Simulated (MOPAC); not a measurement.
MOPAC input (MNDO):

```
MNDO PRECISE GNORM=0.05 LET XYZ GEO-OK AUX(PRECISION=9) THREADS=1
CaCl2

Ca    0.00000000 1    0.00000000 1    0.00000000 1
Cl    0.00000000 1    0.00000000 1    2.46962058 1
Cl   -0.00000000 1   -0.00000000 1   -2.46962058 1
```

Output:

```
 *******************************************************************************
 **                                                                           **
 **                              MOPAC v23.2.5                                **
 **                                                                           **
 *******************************************************************************
 ** MOPAC's Digital Object Identifier: https://doi.org/10.5281/zenodo.6511958 **
 **                                                                           **
 ** Please cite the open-source release paper for use of this MOPAC version:  **
 ** J. E. Moussa and J. J. P. Stewart (2026)                                  **
 ** MOPAC: An open-source semiempirical molecular orbital program             **
 ** J. Open Source Softw., 11(119), 8025, https://doi.org/10.21105/joss.08025 **
 *******************************************************************************

                              MNDO CALCULATION RESULTS

 *******************************************************************************
 *  MNDO       - The MNDO Hamiltonian to be used
 *  GEO-OK     - OVERRIDE INTERATOMIC DISTANCE AND OTHER SAFETY CHECKS
 *  LET        - OVERRIDE SOME SAFETY CHECKS
 *  PRECISE    - TIGHTER CRITERIA TO BE USED
 *  XYZ        - CARTESIAN COORDINATE SYSTEM TO BE USED
 *  GNORM      - EXIT WHEN GRADIENT NORM DROPS BELOW 0.050
 *  AUX        - OUTPUT AUXILIARY INFORMATION
 *******************************************************************************
MNDO PRECISE GNORM=0.05 LET XYZ GEO-OK AUX(PRECISION=9) THREADS=1
 CaCl2

   ATOM   CHEMICAL          X               Y               Z
  NUMBER   SYMBOL      (ANGSTROMS)     (ANGSTROMS)     (ANGSTROMS)

     1      Ca          0.00000000  *   0.00000000  *   0.00000000  *
     2      Cl          0.00000000  *   0.00000000  *   2.46962058  *
     3      Cl         -0.00000000  *  -0.00000000  *  -2.46962058  *

          CARTESIAN COORDINATES

    NO.       ATOM           X           Y           Z

     1        Ca          0.0000      0.0000      0.0000
     2        Cl          0.0000      0.0000      2.4696
     3        Cl         -0.0000     -0.0000     -2.4696

 Cl: (MNDO): M.J.S.DEWAR, H.S.RZEPA, J. COMP. CHEM., 4, 158, (1983)
 Ca: (MNDO): J. J. P. STEWART, J. MOL. MOD., 10, 155-164 (2004)

           Empirical Formula: Ca Cl2  =     3 atoms

      MOLECULAR POINT GROUP   :   D*h

      RHF CALCULATION, NO. OF DOUBLY OCCUPIED LEVELS = 8

          Geometry optimization using EF

          DIAGONAL MATRIX USED AS START HESSIAN

 CYCLE:     1  GRAD.:     3.544 HEAT: -108.0478
 CYCLE:     2  GRAD.:     0.240 HEAT: -108.0812
 CYCLE:     3  GRAD.:     0.002 HEAT: -108.0814

     GRADIENT =  0.00162 IS LESS THAN CUTOFF =  0.05000

 -------------------------------------------------------------------------------
 MNDO PRECISE GNORM=0.05 LET XYZ GEO-OK AUX(PRECISION=9) THREADS=1
 CaCl2

     GEOMETRY OPTIMISED USING EIGENVECTOR FOLLOWING (EF).
     SCF FIELD WAS ACHIEVED

                              MNDO CALCULATION
                                                       MOPAC v23.2.5 Linux

          FINAL HEAT OF FORMATION =       -108.08138 KCAL/MOL =    -452.21249 KJ/MOL

          COSMO AREA              =        125.30 SQUARE ANGSTROMS
          COSMO VOLUME            =        114.95 CUBIC ANGSTROMS

          GRADIENT NORM           =          0.00162          =       0.00093 PER ATOM
          IONIZATION POTENTIAL    =         11.802516 EV
          HOMO LUMO ENERGIES (EV) =        -11.803 -0.421
          NO. OF FILLED LEVELS    =          8
          MOLECULAR WEIGHT        =        110.9860         POINT GROUP:  D*h

          MOLECULAR DIMENSIONS (Angstroms)

            Atom       Atom       Distance
           Cl     3   Cl     2     4.96612
           Cl     3   Cl     2     0.00000
           Cl     2   Ca     1     0.00000

          SCF CALCULATIONS        =          4

   ATOM   CHEMICAL          X               Y               Z
  NUMBER   SYMBOL      (ANGSTROMS)     (ANGSTROMS)     (ANGSTROMS)

     1      Ca          0.00000000  *  -0.00000000  *   0.00000000  *
     2      Cl         -0.00000000  *  -0.00000000  *   2.48306146  *
     3      Cl          0.00000000  *   0.00000000  *  -2.48306146  *

                             CARTESIAN COORDINATES

   1   Ca        0.000000000    -0.000000000     0.000000000
   2   Cl       -0.000000000    -0.000000000     2.483061457
   3   Cl        0.000000000     0.000000000    -2.483061457

           Empirical Formula: Ca Cl2  =     3 atoms

      MOLECULAR POINT GROUP   :   D*h

                  EIGENVALUES
 -23.84576 -23.42035 -14.11558 -12.66090 -12.51083 -12.51083 -11.80252 -11.80252
  -0.42056   1.08278   1.08278   3.36511

              NET ATOMIC CHARGES AND DIPOLE CONTRIBUTIONS

  ATOM NO.   TYPE          CHARGE      No. of ELECS.   s-Pop       p-Pop
    1         Ca           0.959728        1.0403     0.32974     0.71053
    2         Cl          -0.479864        7.4799     1.96074     5.51912
    3         Cl          -0.479864        7.4799     1.96074     5.51912
 DIPOLE           X         Y         Z       TOTAL
 POINT-CHG.    -0.000    -0.000     0.000     0.000
 HYBRID         0.000     0.000     0.000     0.000
 SUM            0.000     0.000     0.000     0.000

          ATOMIC ORBITAL ELECTRON POPULATIONS

     Atom    s        px        py        pz
    1 Ca   0.32974   0.13107   0.13107   0.44840
    2 Cl   1.96074   1.93447   1.93447   1.65019
    3 Cl   1.96074   1.93447   1.93447   1.65019

 **********************
 *                    *
 * JOB ENDED NORMALLY *
 *                    *
 **********************

 == MOPAC DONE ==
```

The geometry given is a B3LYP-D3(BJ)/def2-TZVP minimum.
